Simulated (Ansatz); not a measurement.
A structure relaxed at B3LYP-D4/def2-SVPD in Ansatz, charge -1, doublet:

```xyz
7

Ge   -1.456    0.534    0.238
Ge    0.617   -1.573   -0.901
S    -0.590    3.597    1.447
S     0.069    0.404   -1.674
S    -0.587   -1.657    0.931
S     0.087    1.710    1.683
S     1.861   -3.016   -1.724
```

Give its formula.

Ge₂S₅⁻.

Summarise the bond lengths by kind (pairs closer than 1.2 times the sum of covalent radii, bridged metal pairs left out).

6 × Ge–S 2.07 to 2.46 Å; 1 × S–S 2.02 Å.

Another isomer (doublet) lies 0.43 eV lower at PBE0-D4/def2-SVP; other spin states weren't run for this one.
